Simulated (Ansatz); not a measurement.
Consider the formal exchange of groups at the Si–Ge bond: `C[SiH2][GeH3]` + `F/C=C/Cl` → `C[SiH2]/C(Cl)=C\F` + GeH₄.

Gas-phase electronic energies from Ansatz, PBE0-D4/def2-TZVP geometries. CCSD(T)/CBS adds triple-zeta CCSD(T) − MP2 to the extrapolated MP2 energy (def2 sets, frozen cores). Double bonds are as drawn, so ΔE can hold a change between cis and trans. DFT in def2-TZVPP. B3LYP here is the variant with VWN-RPA as its local correlation; programs differ in this. For Ge outer-core shells are correlated without core-valence functions, which leaves a few kJ/mol of doubt a bond. Scalar relativity is left out up to krypton. Each species was taken in one conformer, which may not be the lowest.

CCSD(T)/CBS gives +0.8 kcal/mol.

(1) Another level gave -0.6 kcal/mol. Which?
A. CCSD(T)/def2-TZVPP
B. MP2/def2-TZVPP
C. PBE/def2-TZVPP
D. B3LYP/def2-TZVPP

Largest T1 diagnostic among the species: 0.012.

Answers

(1) B. MP2/def2-TZVPP -0.6, PBE 3.5, B3LYP 2.2, CCSD(T)/def2-TZVPP 0.7 kcal/mol.

The D4 term adds −1.4 kcal/mol with B3LYP and −0.8 kcal/mol with PBE0; it sums over pairs of atoms, weighted by their polarisabilities, and B3LYP, whose exchange is more repulsive, gets the larger term.
